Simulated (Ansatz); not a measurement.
Molecule: C3H5O, charge -1, multiplicity 1. It need not be the lowest isomer of its formula. Whether it binds its extra electron was not tested at this geometry. 
Geometry from a B3LYP-D3(BJ)/def2-TZVP (Ansatz, an electronic-structure program) optimisation:
```xyz
9

C      1.5813    -0.5940    -0.5502
C      0.8420     0.2729     0.1736
C     -0.5725     0.5925    -0.2169
O     -1.5256    -0.3187     0.4088
H      2.5534    -0.7671    -0.0360
H      1.1417     0.7389     1.1321
H     -0.6689     0.5086    -1.3063
H     -0.8914     1.5941     0.0986
H     -1.0353    -1.1528     0.4015
```
Charge -1, spin multiplicity 1.

Basis-set convergence of Hartree-Fock and CCSD(T) correlation energies (hartree) with Ansatz. Valence correlation only, unless marked. Spin-orbit coupling is left out. Non-relativistic. This anion needs diffuse functions, which these sets lack.

```
basis    functions       E(HF)  E(corr, CCSD(T))
-------  ---------  ----------  ----------------
cc-pVDZ          -  -191.26554          -0.66182
cc-pVTZ        190  -191.33016          -0.81370
cc-pVQZ        370         ___               ___
```

Q: What belongs in the gaps?

A: 
- cc-pVQZ, E(HF): -191.34784
- cc-pVQZ, E(corr, CCSD(T)): -0.86177
